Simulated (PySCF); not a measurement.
Job file and geometry (Å, from GFN2-xTB) of an NMR shielding run on SMILES C1S[SiH](C(=O)C(F)(F)F)SC1, C4H5F3OS2Si, GIAO PBE0/pcSseg-1 NMR shielding, non-relativistic, gas phase (PySCF); density fitting, a coarse starting grid and PySCF grid level 2 are the driver's defaults:

```
$ OMP_NUM_THREADS=1 python probes_run.py task.json out

{"job": {"kind": "nmr", "xc": "PBE0", "basis": "pcSseg-1"}, "charge": 0, "multiplicity": 1}
O      2.968393    -0.955572    -0.966524
C      2.097334    -0.526657    -0.265780
Si     0.249953    -0.894925    -0.616508
S     -0.837196    -1.360980     1.157569
C     -2.293188    -0.356929     0.685239
C     -1.865941     0.994479     0.167666
S     -0.813039     0.822424    -1.322047
C      2.442040     0.360512     0.952923
F      3.560965     1.065335     0.808159
F      1.447771     1.232360     1.197242
F      2.570815    -0.395499     2.051694
H      0.239262    -1.939642    -1.624292
H     -2.854911    -0.912477    -0.064893
H     -2.895366    -0.251572     1.586686
H     -2.729152     1.583634    -0.138838
H     -1.295338     1.544452     0.915261
```

**Question.** What does the program print?

**Answer.** 
```
coarse grid: 16664 points
cycle   1  E = -1614.7363964361  dE =  1.856e+00  |g| = 1.152e+00  |ddm| = 3.929e+00
cycle   2  E = -1613.9839924425  dE =  7.524e-01  |g| = 2.352e+00  |ddm| = 2.517e+00
cycle   3  E = -1614.9681535038  dE = -9.842e-01  |g| = 2.856e-01  |ddm| = 1.966e+00
cycle   4  E = -1614.9806536684  dE = -1.250e-02  |g| = 1.324e-01  |ddm| = 2.869e-01
cycle   5  E = -1614.9834909849  dE = -2.837e-03  |g| = 1.937e-02  |ddm| = 9.405e-02
cycle   6  E = -1614.9835676384  dE = -7.665e-05  |g| = 6.072e-03  |ddm| = 2.371e-02
cycle   7  E = -1614.9835744785  dE = -6.840e-06  |g| = 1.638e-03  |ddm| = 7.168e-03
final grid: 153136 points
cycle   8  E = -1615.0825645706  dE = -3.368e-05  |g| = 1.365e-02  |ddm| = 3.112e-02
cycle   9  E = -1615.0824673726  dE =  9.720e-05  |g| = 2.650e-02  |ddm| = 2.664e-02
cycle  10  E = -1615.0825989430  dE = -1.316e-04  |g| = 2.719e-03  |ddm| = 1.863e-02
cycle  11  E = -1615.0826004509  dE = -1.508e-06  |g| = 3.868e-04  |ddm| = 2.583e-03
cycle  12  E = -1615.0826004821  dE = -3.118e-08  |g| = 1.507e-04  |ddm| = 5.791e-04
cycle  13  E = -1615.0826004878  dE = -5.675e-09  |g| = 3.739e-05  |ddm| = 1.986e-04
cycle  14  E = -1615.0826004881  dE = -3.165e-10  |g| = 1.160e-05  |ddm| = 4.699e-05
converged SCF energy = -1615.0826004881

GIAO shielding tensors (ppm)
atom      isotropic    diamagn.    paramagn.     s11        s22        s33       span
  0 O     -514.556     392.692    -907.248  -1401.810   -522.935    381.076   1782.886
  1 C      -39.591     257.833    -297.424   -148.061    -48.705     77.993    226.054
  2 Si     348.517     879.013    -530.496    296.982    359.660    388.909     91.926
  3 S      620.864    1058.209    -437.345    486.495    563.886    812.212    325.717
  4 C      143.968     252.327    -108.359    108.686    153.811    169.406     60.720
  5 C      144.861     252.016    -107.154    112.260    156.332    165.992     53.733
  6 S      600.300    1058.072    -457.772    453.137    547.643    800.120    346.984
  7 C       63.741     243.148    -179.407     43.873     57.060     90.290     46.417
  8 F      271.639     464.949    -193.310    198.261    269.134    347.523    149.263
  9 F      260.701     477.757    -217.056    179.323    260.454    342.327    163.004
 10 F      250.989     471.131    -220.142    172.494    256.789    323.683    151.189
 11 H       26.458      28.679      -2.222     22.383     22.977     34.013     11.630
 12 H       28.989      30.081      -1.092     22.998     26.542     37.427     14.429
 13 H       28.421      29.308      -0.887     21.597     26.345     37.322     15.725
 14 H       28.518      29.532      -1.013     21.756     26.365     37.433     15.677
 15 H       28.681      31.252      -2.570     23.842     26.456     35.746     11.904
```

**Question.** Turn these shieldings into chemical shifts. Chemical shifts δ = σref − σ; 17O (336.08 ppm) vs H2O; 13C (186.93 ppm), 29Si (349.16 ppm), 1H (31.72 ppm) against TMS; 33S (503.73 ppm) vs CS2; 19F (170.95 ppm) against CFCl3, all at this level.

**Answer.** Averaging equivalent atoms: O 0: 850.6; C 1: 226.5; C 7: 123.2; C 4/5: 42.5; Si 2: 0.6; S 3/6: -107; F 8/9/10: -90.2; H 11: 5.26; H 13/15: 3.17; H 12/14: 2.96 ppm. Unscaled 19F shifts against computed CFCl3 carry errors that often reach 10 to 50 ppm. Unscaled 17O shifts of doubly bonded oxygen tend to come out too high, by tens of ppm or more. Experimental scales use liquid or dissolved standards, which lie at an offset from isolated H2O (liquid H2O: subtract about 36 ppm).

Size and cost of the density-fitted run: 233 basis functions, 76 s wall time on 1 thread of an Arm Neoverse V1, shared host; peak memory 1.1 GiB.
